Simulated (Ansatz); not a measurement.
Ansatz (an electronic-structure program) input (HF/3-21G): The .json file is the Basis Set Exchange's 3-21G.

Ansatz 0.2 input:
```yaml
crystal:
  periodic: [false, false, false]
  atoms:
    - {symbol: C, position_ang: [-2.39935268, 0.24087194, -0.14064534]}
    - {symbol: C, position_ang: [-0.95369641, 0.37314175, 0.39492146]}
    - {symbol: C, position_ang: [0.08118742, -0.32214418, -0.50553806]}
    - {symbol: S, position_ang: [1.85196218, -0.15386171, 0.16065765]}
    - {symbol: H, position_ang: [-2.67978362, -0.80608826, -0.21687972]}
    - {symbol: H, position_ang: [-3.11853165, 0.73797081, 0.50773816]}
    - {symbol: H, position_ang: [-2.47697154, 0.68016118, -1.13139209]}
    - {symbol: H, position_ang: [-0.68663967, 1.42053084, 0.48055580]}
    - {symbol: H, position_ang: [-0.88804928, -0.05544105, 1.38874424]}
    - {symbol: H, position_ang: [0.02602434, 0.10795915, -1.50195551]}
    - {symbol: H, position_ang: [-0.17627356, -1.37452234, -0.58976161]}
basis:
  gaussian:
    orbitals: 3-21G.json
hamiltonian:
  xc: {name: HF}
total_charge: -1
phonons: {temperatures: {t_min: 298.15, t_max: 298.15, t_step: 100}}
```

Output:

```
Functional definition: HF
integrals: 0.01 GiB planned
721 factors; integrals over basis functions are off by at most 5.2e-4 eV
mean field: 0.11 GiB planned
mean field evaluation 1: about -13946.1496 eV, gradient 2.6e1 eV
mean field evaluation 2: about -13946.1409 eV, gradient 2.6e1 eV
mean field evaluation 4: about -13948.5644 eV, gradient 2.4e0 eV
mean field evaluation 8: about -13948.5929 eV, gradient 3.3e-4 eV
mean field -13948.59294233 eV, -512.6013359346 hartree, gradient 1.5e-5 eV, S^2 0.000000; 0 other end points of the search recorded, 0 dependent functions left out
the calculation of the forces begins
reference -13948.59294233 eV, -512.6013359346 hartree; 21, 21 occupied and 33, 33 virtual orbitals, 721 factors
these checks for a lower state are left out or cut short: stability, starts, cluster_reference, orbital_swaps, neighbouring_geometries, increment
integrals: 0.01 GiB planned
721 factors; integrals over basis functions are off by at most 5.3e-4 eV
mean field: 0.11 GiB planned
mean field evaluation 16: about -13948.5928 eV, gradient 8.8e-6 eV
mean field -13948.59275638 eV, -512.6013291014 hartree, gradient 1.9e-6 eV, S^2 0.000000; 0 other end points of the search recorded, 0 dependent functions left out
the calculation of the forces begins
reference -13948.59275638 eV, -512.6013291014 hartree; 21, 21 occupied and 33, 33 virtual orbitals, 721 factors
these checks for a lower state are left out or cut short: stability, starts, cluster_reference, orbital_swaps, neighbouring_geometries, increment
integrals: 0.01 GiB planned
721 factors; integrals over basis functions are off by at most 5.2e-4 eV
mean field: 0.11 GiB planned
mean field -13948.59275829 eV, -512.6013291715 hartree, gradient 1.9e-6 eV, S^2 0.000000; 0 other end points of the search recorded, 0 dependent functions left out
the calculation of the forces begins
reference -13948.59275829 eV, -512.6013291715 hartree; 21, 21 occupied and 33, 33 virtual orbitals, 721 factors
these checks for a lower state are left out or cut short: stability, starts, cluster_reference, orbital_swaps, neighbouring_geometries, increment
integrals: 0.01 GiB planned
721 factors; integrals over basis functions are off by at most 5.2e-4 eV
mean field: 0.11 GiB planned
mean field evaluation 32: about -13948.5928 eV, gradient 8.8e-6 eV
mean field -13948.59277007 eV, -512.6013296042 hartree, gradient 1.9e-6 eV, S^2 0.000000; 0 other end points of the search recorded, 0 dependent functions left out
the calculation of the forces begins
reference -13948.59277007 eV, -512.6013296042 hartree; 21, 21 occupied and 33, 33 virtual orbitals, 721 factors
these checks for a lower state are left out or cut short: stability, starts, cluster_reference, orbital_swaps, neighbouring_geometries, increment
integrals: 0.01 GiB planned
721 factors; integrals over basis functions are off by at most 5.3e-4 eV
mean field: 0.11 GiB planned
mean field -13948.59277267 eV, -512.6013297000 hartree, gradient 1.9e-6 eV, S^2 0.000000; 0 other end points of the search recorded, 0 dependent functions left out
the calculation of the forces begins
reference -13948.59277267 eV, -512.6013297000 hartree; 21, 21 occupied and 33, 33 virtual orbitals, 721 factors
these checks for a lower state are left out or cut short: stability, starts, cluster_reference, orbital_swaps, neighbouring_geometries, increment
integrals: 0.01 GiB planned
721 factors; integrals over basis functions are off by at most 5.2e-4 eV
mean field: 0.11 GiB planned
mean field -13948.59276500 eV, -512.6013294180 hartree, gradient 1.9e-6 eV, S^2 0.000000; 0 other end points of the search recorded, 0 dependent functions left out
the calculation of the forces begins
reference -13948.59276500 eV, -512.6013294180 hartree; 21, 21 occupied and 33, 33 virtual orbitals, 721 factors
these checks for a lower state are left out or cut short: stability, starts, cluster_reference, orbital_swaps, neighbouring_geometries, increment
integrals: 0.01 GiB planned
721 factors; integrals over basis functions are off by at most 5.2e-4 eV
mean field: 0.11 GiB planned
mean field -13948.59276666 eV, -512.6013294788 hartree, gradient 1.9e-6 eV, S^2 0.000000; 0 other end points of the search recorded, 0 dependent functions left out
the calculation of the forces begins
reference -13948.59276666 eV, -512.6013294788 hartree; 21, 21 occupied and 33, 33 virtual orbitals, 721 factors
these checks for a lower state are left out or cut short: stability, starts, cluster_reference, orbital_swaps, neighbouring_geometries, increment
integrals: 0.01 GiB planned
721 factors; integrals over basis functions are off by at most 5.2e-4 eV
mean field: 0.11 GiB planned
mean field evaluation 64: about -13948.5928 eV, gradient 1.8e-6 eV
[...]
these checks for a lower state are left out or cut short: stability, starts, cluster_reference, orbital_swaps, neighbouring_geometries, increment
integrals: 0.01 GiB planned
721 factors; integrals over basis functions are off by at most 5.2e-4 eV
mean field: 0.11 GiB planned
mean field -13948.59291541 eV, -512.6013349453 hartree, gradient 2.7e-6 eV, S^2 0.000000; 0 other end points of the search recorded, 0 dependent functions left out
the calculation of the forces begins
reference -13948.59291541 eV, -512.6013349453 hartree; 21, 21 occupied and 33, 33 virtual orbitals, 721 factors
these checks for a lower state are left out or cut short: stability, starts, cluster_reference, orbital_swaps, neighbouring_geometries, increment
integrals: 0.01 GiB planned
721 factors; integrals over basis functions are off by at most 5.2e-4 eV
mean field: 0.11 GiB planned
mean field -13948.59291776 eV, -512.6013350318 hartree, gradient 2.6e-6 eV, S^2 0.000000; 0 other end points of the search recorded, 0 dependent functions left out
the calculation of the forces begins
reference -13948.59291776 eV, -512.6013350318 hartree; 21, 21 occupied and 33, 33 virtual orbitals, 721 factors
these checks for a lower state are left out or cut short: stability, starts, cluster_reference, orbital_swaps, neighbouring_geometries, increment
integrals: 0.01 GiB planned
721 factors; integrals over basis functions are off by at most 5.2e-4 eV
mean field: 0.11 GiB planned
mean field -13948.59283731 eV, -512.6013320753 hartree, gradient 1.9e-6 eV, S^2 0.000000; 0 other end points of the search recorded, 0 dependent functions left out
the calculation of the forces begins
reference -13948.59283731 eV, -512.6013320753 hartree; 21, 21 occupied and 33, 33 virtual orbitals, 721 factors
these checks for a lower state are left out or cut short: stability, starts, cluster_reference, orbital_swaps, neighbouring_geometries, increment
integrals: 0.01 GiB planned
721 factors; integrals over basis functions are off by at most 5.2e-4 eV
mean field: 0.11 GiB planned
mean field -13948.59283519 eV, -512.6013319974 hartree, gradient 1.9e-6 eV, S^2 0.000000; 0 other end points of the search recorded, 0 dependent functions left out
the calculation of the forces begins
reference -13948.59283519 eV, -512.6013319974 hartree; 21, 21 occupied and 33, 33 virtual orbitals, 721 factors
these checks for a lower state are left out or cut short: stability, starts, cluster_reference, orbital_swaps, neighbouring_geometries, increment
integrals: 0.01 GiB planned
721 factors; integrals over basis functions are off by at most 5.2e-4 eV
mean field: 0.11 GiB planned
mean field evaluation 224: about -13948.5929 eV, gradient 2.1e-6 eV
mean field -13948.59292363 eV, -512.6013352477 hartree, gradient 2.1e-6 eV, S^2 0.000000; 0 other end points of the search recorded, 0 dependent functions left out
the calculation of the forces begins
reference -13948.59292363 eV, -512.6013352477 hartree; 21, 21 occupied and 33, 33 virtual orbitals, 721 factors
these checks for a lower state are left out or cut short: stability, starts, cluster_reference, orbital_swaps, neighbouring_geometries, increment
integrals: 0.01 GiB planned
721 factors; integrals over basis functions are off by at most 5.2e-4 eV
mean field: 0.11 GiB planned
mean field -13948.59292266 eV, -512.6013352118 hartree, gradient 2.0e-6 eV, S^2 0.000000; 0 other end points of the search recorded, 0 dependent functions left out
the calculation of the forces begins
reference -13948.59292266 eV, -512.6013352118 hartree; 21, 21 occupied and 33, 33 virtual orbitals, 721 factors
these checks for a lower state are left out or cut short: stability, starts, cluster_reference, orbital_swaps, neighbouring_geometries, increment
integrals: 0.01 GiB planned
721 factors; integrals over basis functions are off by at most 5.2e-4 eV
mean field: 0.11 GiB planned
mean field -13948.59292498 eV, -512.6013352972 hartree, gradient 1.0e-6 eV, S^2 0.000000; 0 other end points of the search recorded, 0 dependent functions left out
the calculation of the forces begins
reference -13948.59292498 eV, -512.6013352972 hartree; 21, 21 occupied and 33, 33 virtual orbitals, 721 factors
these checks for a lower state are left out or cut short: stability, starts, cluster_reference, orbital_swaps, neighbouring_geometries, increment
integrals: 0.01 GiB planned
721 factors; integrals over basis functions are off by at most 5.2e-4 eV
mean field: 0.11 GiB planned
mean field -13948.59292459 eV, -512.6013352829 hartree, gradient 1.2e-6 eV, S^2 0.000000; 0 other end points of the search recorded, 0 dependent functions left out
the calculation of the forces begins
reference -13948.59292459 eV, -512.6013352829 hartree; 21, 21 occupied and 33, 33 virtual orbitals, 721 factors
these checks for a lower state are left out or cut short: stability, starts, cluster_reference, orbital_swaps, neighbouring_geometries, increment
integrals: 0.01 GiB planned
721 factors; integrals over basis functions are off by at most 5.2e-4 eV
mean field: 0.11 GiB planned
mean field -13948.59290858 eV, -512.6013346945 hartree, gradient 2.9e-6 eV, S^2 0.000000; 0 other end points of the search recorded, 0 dependent functions left out
the calculation of the forces begins
reference -13948.59290858 eV, -512.6013346945 hartree; 21, 21 occupied and 33, 33 virtual orbitals, 721 factors
these checks for a lower state are left out or cut short: stability, starts, cluster_reference, orbital_swaps, neighbouring_geometries, increment
integrals: 0.01 GiB planned
721 factors; integrals over basis functions are off by at most 5.2e-4 eV
mean field: 0.11 GiB planned
mean field -13948.59290784 eV, -512.6013346674 hartree, gradient 2.6e-6 eV, S^2 0.000000; 0 other end points of the search recorded, 0 dependent functions left out
the calculation of the forces begins
reference -13948.59290784 eV, -512.6013346674 hartree; 21, 21 occupied and 33, 33 virtual orbitals, 721 factors
these checks for a lower state are left out or cut short: stability, starts, cluster_reference, orbital_swaps, neighbouring_geometries, increment
integrals: 0.01 GiB planned
721 factors; integrals over basis functions are off by at most 5.2e-4 eV
mean field: 0.11 GiB planned
mean field evaluation 256: about -13948.6042 eV, gradient 1.4e-1 eV
mean field -13948.59284823 eV, -512.6013324768 hartree, gradient 1.9e-6 eV, S^2 0.000000; 0 other end points of the search recorded, 0 dependent functions left out
the calculation of the forces begins
reference -13948.59284823 eV, -512.6013324768 hartree; 21, 21 occupied and 33, 33 virtual orbitals, 721 factors
these checks for a lower state are left out or cut short: stability, starts, cluster_reference, orbital_swaps, neighbouring_geometries, increment
integrals: 0.01 GiB planned
721 factors; integrals over basis functions are off by at most 5.2e-4 eV
mean field: 0.11 GiB planned
mean field -13948.59284937 eV, -512.6013325186 hartree, gradient 1.9e-6 eV, S^2 0.000000; 0 other end points of the search recorded, 0 dependent functions left out
the calculation of the forces begins
reference -13948.59284937 eV, -512.6013325186 hartree; 21, 21 occupied and 33, 33 virtual orbitals, 721 factors
Total energy: -13948.59294233 eV, -512.6013359346 hartree
Atom 0 at    -2.399353     0.240872    -0.140645 Å, force    -0.000756    -0.000100    -0.000330 eV/Å
Atom 1 at    -0.953696     0.373142     0.394921 Å, force     0.001239    -0.000309    -0.000227 eV/Å
Atom 2 at     0.081187    -0.322144    -0.505538 Å, force     0.000560    -0.000290    -0.000346 eV/Å
Atom 3 at     1.851962    -0.153862     0.160658 Å, force    -0.000230     0.000042     0.000018 eV/Å
Atom 4 at    -2.679784    -0.806088    -0.216880 Å, force    -0.000107     0.000089     0.000122 eV/Å
Atom 5 at    -3.118532     0.737971     0.507738 Å, force     0.000219     0.000069     0.000160 eV/Å
Atom 6 at    -2.476972     0.680161    -1.131392 Å, force    -0.000107     0.000090     0.000122 eV/Å
Atom 7 at    -0.686640     1.420531     0.480556 Å, force    -0.000461     0.000226     0.000199 eV/Å
Atom 8 at    -0.888049    -0.055441     1.388744 Å, force    -0.000469     0.000168     0.000235 eV/Å
Atom 9 at     0.026024     0.107959    -1.501956 Å, force     0.000076     0.000154    -0.000066 eV/Å
Atom 10 at    -0.176274    -1.374522    -0.589762 Å, force     0.000036    -0.000140     0.000115 eV/Å
Dipole moment:    -1.592089     0.125249    -0.149526 e Å
Vibrations: 128.70 249.85 254.37 374.32 751.94 796.79 917.87 922.96 1050.29 1127.09 1181.72 1361.52 1375.47 1447.96 1465.69 1546.40 1650.83 1662.77 1671.14 1677.42 3157.98 3164.70 3188.25 3200.17 3214.41 3217.27 3255.90 cm⁻¹, zero-point energy 2.728505 eV
```

The blocks after the first are displaced geometries, from whose forces the wavenumbers follow.

The dipole moment of an ion depends on the origin.
